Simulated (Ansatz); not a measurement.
AlClFHO (`[OH][Al]([F])[Cl]`), relaxed with RKS PBE0-D4/def2-TZVP in Ansatz from a PBE-D4/def2-SVP geometry. The force threshold is 0.005 eV/Å; the program also tests the step.

Charge 0, multiplicity 1.

Start:

```xyz
5

O     0.289    1.219    0.424
Al    0.131   -0.430    0.040
F     1.201   -1.493    0.747
Cl   -1.323   -1.194   -1.263
H    -0.297    1.898    0.053
```

```json
{"step": "1", "energy (eV)": "-23896.2045", "largest force (eV/Å)": "0.851", "largest move (Å)": "0.000"}
{"step": "2", "energy (eV)": "-23896.2302", "largest force (eV/Å)": "0.502", "largest move (Å)": "0.025"}
{"step": "3", "energy (eV)": "-23896.2380", "largest force (eV/Å)": "0.051", "largest move (Å)": "0.015"}
{"step": "4", "energy (eV)": "-23896.2381", "largest force (eV/Å)": "0.030", "largest move (Å)": "0.003"}
{"step": "5", "energy (eV)": "-23896.2383", "largest force (eV/Å)": "0.040", "largest move (Å)": "0.010"}
{"step": "6", "energy (eV)": "-23896.2383", "largest force (eV/Å)": "0.002", "largest move (Å)": "0.002"}
```

End:

```xyz
5

O     0.278    1.200    0.413
Al    0.138   -0.429    0.046
F     1.187   -1.474    0.738
Cl   -1.308   -1.170   -1.247
H    -0.295    1.873    0.050
```

It took 13 s on 2 threads of an AMD EPYC 7R13 on a shared host, with 0.33 GiB of host memory at the peak.
